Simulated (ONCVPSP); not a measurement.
# What one change does to a pseudopotential (Mn (Z = 25), ONCV)

```
Element                 : Mn (Z = 25)
Generator               : ONCVPSP 4.0.1
Type                    : optimised norm-conserving Vanderbilt (ONCV)
Functional              : LDA (Perdew-Zunger)
Relativity              : scalar-relativistic
Frozen core             : [Ne]
Valence charge          : 15
Reference configuration : 3s2 3p6 3d5 4s2
Partial waves           : 3s+4s: rc 1.40 bohr, ncon 4, nbas 7, qcut 6.5 1/bohr, 2 projectors; 3p: rc 1.20 bohr, ncon 4, nbas 7, qcut 11.4 1/bohr, 2 projectors, debl 3 Ha; 3d: rc 1.65 bohr, ncon 4, nbas 9, qcut 9.3 1/bohr, 2 projectors, debl 0.8 Ha
Local potential         : polynomial inside 1.00 bohr (lpopt 5, dvloc0 0 Ha)
Core correction         : none
```

Change: d: rc 1.2, qcut 12.8.

Cutoffs: the cutoffs (Ha) at which the residual kinetic energy of the hardest occupied pseudo-wave falls to 1 and 0.1 mHa per electron; they do not see the model core or the augmentation charge, which bear on the density cutoff. Errors are all-electron minus pseudo energies relative to the spin-unpolarised reference configuration.

Predict the effect on cutoff, ghosts and configuration errors.

The potential gets harder (35 Ha and 52 Ha → 62 Ha and 71 Ha); of the 4 tests that both files solve, the error grows in 0 and shrinks in 4 by more than 15 % and 0.3 meV (median size 19.9 → 0.8 meV); neither file shows a bound ghost.

```csv
quantity,base,changed
"cutoff, loose",35 Ha,62 Ha
"cutoff, tight",52 Ha,71 Ha
loose cutoff by channel,"s 17 Ha, p 30 Ha, d 35 Ha","s 17 Ha, p 30 Ha, d 62 Ha"
bound ghosts,none,none
GHOST(+) flags under 300 eV,none,none
"error for 3s2 3p6 3d5 4s1, meV [ΔE 8.65 eV]",+0.6,-0.2
"error for 3s2 3p6 3d5 4s0, meV [ΔE 24.53 eV]",+4.5,+0.8
"error for 3s2 3p6 3d4 4s0, meV [ΔE 57.34 eV]",+35,-0.8
"error for 3s2 3p6 3d4 4s2 4p1, meV [ΔE 7.92 eV]",+67,+16
s: phases at 1.42 bohr within 0.05 rad from the reference energy up to (Ha; the scan ends near 5),to the end of the scan,to the end of the scan
p: phases at 1.22 bohr within 0.05 rad from the reference energy up to (Ha; the scan ends near 5),to the end of the scan,to the end of the scan
```
